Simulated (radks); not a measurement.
Results of a calculation; reference values are marked as such.
Task: The mean radii <r> (bohr) of the occupied orbitals of an atom or ion are listed with their occupations. Level of theory: non-relativistic Kohn-Sham, LDA (Slater exchange, Perdew-Zunger correlation), spin-polarised, spherical densities, point nucleus (a radial shooting solver on a logarithmic mesh with Libxc functionals).

| orbital | occ. | <r> |
|---|---|---|
| 1s up | 1 | 1.581 |

Name the element and its charge. Open shells, if any, are filled with parallel spins first.

Result: Z = 1, hydrogen, charge 0: H in 1s1. The 1s radius gives Z: for a bare nucleus <r> = 1.5/Z, 1.5 bohr for Z = 1, and the self-interaction of the functional makes it slightly larger (1.581 here). The occupations add up to 1, and the charge is Z minus that.
